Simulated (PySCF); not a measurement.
# Radial density of Ga(2+) (gallium, charge +2)

UHF, [Ar] 3d10 4s1, 2S determinant. Computed with PySCF 2.14 in cc-pVDZ-DK, with the spin-free X2C one-electron Hamiltonian (Gaussian nucleus).

```tsv
r (bohr)	4πr²ρ (e/bohr)	4πr²(ρα − ρβ)
0.000650	0.1822	0.0001
0.00109	0.4720	0.0002
0.00184	1.143	0.0005
0.00309	2.725	0.0012
0.00521	6.238	0.0028
0.00876	13.20	0.0059
0.0147	24.33	0.0103
0.0248	35.62	0.0128
0.0417	36.75	0.0060
0.0701	30.28	-0.0007
0.118	39.53	0.0264
0.198	38.77	0.0152
0.334	20.96	0.0144
0.561	26.93	0.0634
0.944	12.42	0.0326
1.59	2.118	0.5368
2.67	0.3990	0.3482
4.49	0.01511	0.0150
7.55	4.534e-05	0.0000
```

Densities and radii are taken from the X2C orbitals without a picture-change correction, which distorts them close to the nucleus.
